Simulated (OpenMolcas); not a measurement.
## How basis sets differ on AlHCl2O (SMILES [OH][Al]([Cl])[Cl])

AlHCl2O has 5 atoms, charge 0, and is taken as a singlet. SMILES: `[OH][Al]([Cl])[Cl]`. The shape comes from GFN2-xTB, which is rough for such elements, and wasn't checked as a minimum.

Each level gives the dipole moment (D). The values are calculated.

```tsv
level	kind	program	value (D)	CPU time
HF/STO-3G	Hartree–Fock	OpenMolcas	3.01	2.1 s
HF/3-21G	Hartree–Fock	OpenMolcas	3.09	2.5 s
HF/def2-SVP	Hartree–Fock	OpenMolcas	2.07	4.7 s
HF/aug-cc-pVDZ	Hartree–Fock	OpenMolcas	1.89	21 s
```

The values span 1.89 to 3.09 D. Sets without polarisation functions give poor dipoles. Times are those of the runs behind each value, whatever else they computed, on shared processors of several kinds: orders of magnitude only.
